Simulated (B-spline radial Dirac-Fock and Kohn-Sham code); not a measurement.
## Auger decay of the 2s hole in Cu²⁺

System: Cu²⁺ in the configuration [Ar] 3d9, inside a Watson sphere of charge -2 and radius 1.6 Å (a model of the Madelung potential; inside it an electron's potential energy is raised by 18.0 eV).

Method: independent-particle radiative and Coulomb Auger rates from relativistic LDA hole-state orbitals, with Dirac-Fock energies. Computed with a B-spline atomic structure program. Kinetic energies are configuration averages from the vacuum level; the two-hole energies are estimated from single-hole states.

| transition | kinetic energy (eV) | width (meV) | share (%) |
| --- | --- | --- | --- |
| L1-L2M2 | 26.89 | 494 | 6.2 |
| L1-L2M3 | 28.18 | 727 | 9.2 |
| L1-L3M2 | 45.47 | 627 | 7.9 |
| L1-L3M3 | 48.95 | 1320 | 16.7 |
| L1-L2M5 | 106.5 | 827 | 10.5 |
| L1-L2M4 | 106.7 | 509 | 6.4 |
| L1-L3M4 | 126.2 | 1230 | 15.6 |
| L1-L3M5 | 126.9 | 1750 | 22.1 |
| L1-M1M3 | 861.8 | 95.1 | 1.2 |
| L1-M1M5 | 936.8 | 72.1 | 0.9 |

Coster-Kronig rates are the weakest part of this model and often come out 1.5 to 2.5 times too large. The listed channels hold 97 % of the non-radiative rate. Summed by principal shells, of 7.91 eV in all: LLM 94.6 %, LMM 5.4 %.
